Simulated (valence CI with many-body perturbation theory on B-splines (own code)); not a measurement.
# Tb43+: key properties

Method: relativistic CI+MBPT: four valence electrons over a frozen Dirac-Fock core [Ar], radial functions for each j: 7 s, 7 p, 8 d, 6 f, 4 g, 1 h, with the one-electron correlation potential Σ1, the two-electron term Σ2, the three-electron term Σ3, Breit, model QED; selected CI, second order for the rest, scaled by the run's own slope (own B-spline code, finite nucleus).

No measured spectrum was set against this ion. As an estimate, large intervals hold to a few tenths of a per cent, small ones and those within an open d or f shell to about a per cent. Only levels of the ground parity were solved; by the run's estimate the other parity begins above the list, which can be wrong where configurations are misplaced.

Levels are named by their leading jj configuration (3d3/2^4 stands for four electrons in 3d with j = 3/2), which in mixed levels can hold well under half, so a name can repeat and another be missing.

Rates and lifetimes use the calculated energies. Strong lines usually hold to 10 to 20 %, long lifetimes can be off by a factor of two.

Question: What is the ground level?

Answer: (3d3/2^4) J=0, composition 58 % 3d4 3P + 29 % 3d4 5D + 12 % 3d4 1S.

Question: Name the longest-lived excited levels whose lifetime is computed, and their main decay.

Answer: (3d3/2^2 3d5/2^2) J=6 at 654150 cm⁻¹ lives 13.4 ms, mostly by M1 to (3d3/2^2 3d5/2^2) J=5. The lifetime of (3d3/2^3 3d5/2) J=4 is too uncertain to give, and may be longer.

Question: How well does LS coupling describe the low levels?

Answer: Among the lowest 20 levels the leading LS term, summed over configurations, holds 47 % on average. For single configurations the figures are 47 % in LS and 93 % in jj coupling. Terms mix most in the J = 4 level at 918060 cm⁻¹, where the leading one holds 27 %.

Question: What is the ionisation energy?

Answer: 3458.6 eV; NIST lists 3458 ± 4 eV (theoretical).
